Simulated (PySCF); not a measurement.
**Correlation energy of Ru²⁺ (ruthenium, charge +2)**

[Kr] 4d5 5p1, high-spin 7P determinant (an excited configuration). Computed with PySCF 2.14 in def2-TZVPPD with the def2 core potential (28 electrons) (6s4p3d2f1g, 56 functions), with scalar relativity through the core potential. Frozen: 4s2 4p6; 6 electrons correlated.

| level | correlation energy (mhartree) |
| --- | --- |
| CCSD | -80.98 |
| (T) | -1.03 |
| CCSD(T) | -82.01 |

Diagnostics: T1 = 0.0050, D1 = 0.0171, largest double amplitude 0.034.

Is a single reference adequate?

Yes, within this model without spin-orbit coupling: T1 lies below 0.03 and no double amplitude reaches 0.07.
